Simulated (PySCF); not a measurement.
A series of related molecules.

All values: CAM-B3LYP/def2-SVPD (PySCF) at GFN2-xTB geometries, gas phase, one conformer each. Core orbitals are frozen in the response; Δα² is half the sum of the squared differences of the principal polarisabilities.

Question: Rank by mean static polarisability, highest first.
A. `CC(C)=PP`
B. `CC(C)=PC(F)(F)F`
C. `CC#CP=C(C)C`

Answer: C (15.42 Å³), A (13.79 Å³), B (11.59 Å³).

Question: Rank by HOMO–LUMO gap, highest first.
A. `CC(C)=PC(F)(F)F`
B. `CC#CP=C(C)C`
C. `CC(C)=PP`
D. `CC(=O)P=C(C)C`

Answer: A (7.76 eV), C (7.45 eV), B (7.19 eV), D (7.05 eV).

All values together:

```tsv
SMILES	change	formula	μ (D)	HOMO (eV)	LUMO (eV)	α (Å³)	Δα (Å³)	electrons	α per electron (Å³)
CC#CP=C(C)C	parent	C6H9P	1.94	-7.50	-0.32	15.42	11.10	60	0.257
CC(=O)P=C(C)C	propynyl replaced by COCH3	C5H9OP	1.53	-7.94	-0.89	13.83	7.77	62	0.223
CC(C)=PP	propynyl replaced by PH2	C3H8P2	1.54	-7.76	-0.31	13.79	7.52	56	0.246
CC(C)=PC(F)(F)F	propynyl replaced by CF3	C4H6F3P	3.47	-8.63	-0.86	11.59	5.21	72	0.161
```

Conformers: `[CH3:1][C:2](=[O:3])[P:4]=[C:5]([CH3:6])[CH3:7]` with C1–C2–P4–C5 159°; `[CH3:1][C:2]([CH3:3])=[P:4][PH2:5]` with C2–P4–P5–H -93° and 175°.

Question: Give the shifts from the parent, `CC#CP=C(C)C`.

Answer: 
```tsv
SMILES	change in μ (D)	change in HOMO (eV)	change in LUMO (eV)	change in mean α (Å³)
CC(=O)P=C(C)C	-0.41	-0.44	-0.57	-1.59
CC(C)=PP	-0.40	-0.26	+0.01	-1.63
CC(C)=PC(F)(F)F	+1.53	-1.13	-0.54	-3.83
```
